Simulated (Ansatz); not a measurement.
Sn(F)2(Br)(OH) (BrF2HOSn), SMILES [OH][Sn]([Br])([F])[F].

Geometry: B3LYP-D3(BJ)/def2-SVP. The def2 effective core potentials stand for the cores of Sn; spin–orbit coupling is left out. The values are those of a single conformer.

Two levels are set side by side: PBE/def2-SVPD (Ansatz, a program for electronic structure) and CAM-B3LYP/def2-SVPD (Ansatz). Energy differences of separate SCF runs at the same geometry; the states with an electron removed or added have multiplicity 2 and 2. Differences are taken from unrounded values.

```tsv
quantity	CAM-B3LYP
vertical ionisation energy (eV)	12.15
vertical electron affinity (eV)	1.72
vertical singlet–triplet gap (eV)	4.68
```

Task: What does PBE give, and how far is it from CAM-B3LYP? (Estimate from the structure and the level; the computed values follow.)

Result: 
```csv
quantity,PBE,PBE minus CAM-B3LYP
vertical ionisation energy (eV),11.33,-0.82
vertical electron affinity (eV),1.70,-0.02
vertical singlet–triplet gap (eV),4.03,-0.65
```
